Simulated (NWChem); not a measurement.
Molecule: BHOCl₂; SMILES OB(Cl)Cl

```xyz
5

B      0.3747     0.0315     0.0000
Cl    -0.4738    -1.5177     0.0000
Cl    -0.5386     1.5247     0.0000
O      1.7117     0.0926     0.0000
H      2.1328    -0.7747     0.0000
```
Atoms are numbered in this order, from 1.

Program: NWChem. Structure relaxed at the PBE0/def2-SVP level. Atomic charges in e: unrestrained fits to the electrostatic potential beside Mulliken populations; buried atoms are poorly determined by the fit.

Predict the results for B3LYP/def2-SVP. Quantities: ESP B1; Mulliken B1; ESP Cl2; Mulliken Cl2; ESP Cl3; Mulliken Cl3; ESP O4; Mulliken O4; relative RMS misfit of the potential (%).


```yaml
ESP B1: 0.45
Mulliken B1: 0.01
ESP Cl2: -0.18
Mulliken Cl2: -0.09
ESP Cl3: -0.14
Mulliken Cl3: -0.06
ESP O4: -0.52
Mulliken O4: -0.06
relative RMS misfit of the potential (%): 27
```
